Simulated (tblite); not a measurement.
C2H7BO3.
Numbering: `[CH3:1][O:2][B:3]([OH:4])[O:5][CH3:6]` (hydrogens: H7, H8, H9 on C1; H10 on O4; H11, H12, H13 on C6)

Cartesian coordinates in Å at the GFN2-xTB level; atoms count from 1:
```
atom  x, y, z in Å
C1     2.053   -0.549   -0.381
O2     0.656   -0.484   -0.187
B3    -0.057    0.652   -0.396
O4     0.535    1.815   -0.796
O5    -1.408    0.656   -0.195
C6    -2.094   -0.502    0.231
H7     2.261   -1.089   -1.308
H8     2.489    0.449   -0.439
H9     2.482   -1.095    0.461
H10   -0.089    2.533   -0.892
H11   -1.989   -1.303   -0.503
H12   -1.700   -0.853    1.187
H13   -3.144   -0.229    0.338
```

All values are computed: GFN2-xTB (tblite) harmonic vibrations without scaling, gas phase. This tight-binding method is rough: wavenumbers can miss measured ones by several per cent, in bad cases by 10 to 20. One conformer, not necessarily the lowest. The optimisation stopped once no atom felt more than 0.01 eV/Å.

Lowest wavenumbers of the output (negative numbers stand for imaginary wavenumbers):
```
mode    cm-1
  1     -21.1
  2      35.5
  3     143.9
  4     155.1
  5     189.6
  6     246.5
  7     422.0
  8     500.6
```

Problem. Is this structure a minimum?

Solution. Not by this Hessian. 1 mode is imaginary beyond 20i (21i cm⁻¹), so at this level the point lies at or near a first-order saddle. The curvature is small, so loose convergence or finite differences may be the whole cause.

Problem. Which atoms move in the imaginary mode?

Solution. 21i: H11 (methyl hydrogen) 34 %, H12 (methyl hydrogen) 33 %, H13 (methyl hydrogen) 30 %. These are shares of the mass-weighted motion.

Problem. What is the remedy?

Solution. Step along that mode in both directions, optimise again with tighter thresholds and repeat the frequencies. The zero-point energy of this point (62.8 kcal/mol) counts the 32 real modes alone, and thermal corrections from it aren't those of a minimum.
